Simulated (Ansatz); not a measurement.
C2H9NOSi can be A, `CC(N)O[SiH3]`, or B, `CN([SiH3])CO`.

Isolated molecules relaxed with PBE0-D4/def2-TZVP in Ansatz; ΔE leaves out vibrations. CCSD(T)/CBS adds triple-zeta CCSD(T) − MP2 to the extrapolated MP2 energy (def2 sets, frozen cores). DFT in def2-TZVPP. B3LYP here is the variant with VWN-RPA as its local correlation; programs differ in this. One conformer a species, not always the lowest.

A:

Z-matrix (Å, degrees):
```
C
C 1 1.513
H 1 1.091 2 111.0
H 1 1.093 2 109.8 3 -119.3
H 1 1.090 2 110.2 3 120.7
N 2 1.423 1 110.6 3 -179.4
O 2 1.436 1 109.6 3 57.8
H 2 1.099 1 110.0 3 -60.8
H 6 1.013 2 110.4 1 -59.2
H 6 1.012 2 110.9 1 -178.7
Si 7 1.641 2 124.5 1 -83.8
H 11 1.482 7 106.8 2 -168.1
H 11 1.490 7 112.4 2 72.0
H 11 1.491 7 110.3 2 -48.1
```

B:

Z-matrix (Å, degrees):
```
C
N 1 1.450
H 1 1.099 2 112.2
H 1 1.093 2 110.3 3 -120.6
H 1 1.092 2 110.3 3 120.4
Si 2 1.722 1 120.7 3 -93.1
C 2 1.432 1 114.7 3 68.6
H 6 1.494 2 114.9 1 73.5
H 6 1.486 2 107.5 1 -166.4
H 6 1.487 2 108.4 1 -46.2
O 7 1.408 2 112.9 1 68.1
H 7 1.098 2 108.5 1 -168.4
H 7 1.097 2 111.7 1 -49.2
H 11 0.962 7 107.3 2 56.6
```

Which is lower in electronic energy at CCSD(T)/CBS, and by how much? (Best estimate.)

Ansatz gave: A, by 21.7 kcal/mol.

Give E(B) − E(A) in kcal/mol with B2PLYP, B3LYP, CCSD(T)/def2-SVP, MP2/def2-TZVPP, CCSD/def2-TZVPP, ωB97M-V, B3LYP-D4. (An estimate is asked.)

The calculation gave: B2PLYP 21.7, B3LYP 21.4, CCSD(T)/def2-SVP 19.8, MP2/def2-TZVPP 21.5, CCSD/def2-TZVPP 21.5, ωB97M-V 21.5, B3LYP-D4 20.9. None reverses the order clearly.

Does the order hold for the free energy at 298.15 K (harmonic terms from PBE0-D4)? (Estimate.)

The calculation gave: Yes: G(B) − G(A) = +21.6 kcal/mol, for one conformer each. Modes under 60 cm⁻¹, often nearly free rotors, make the harmonic entropy too high.

Largest T1 diagnostic: 0.011.

In def2-TZVPP, CCSD(T) changes the Hartree–Fock value by −2.0 kcal/mol (the triples alone add −0.3 kcal/mol) and MP2 by −1.8 kcal/mol. From BLYP to BHLYP (50 % exact exchange), in def2-TZVPP and without D4, E(B) − E(A) moves by +1.2 kcal/mol.
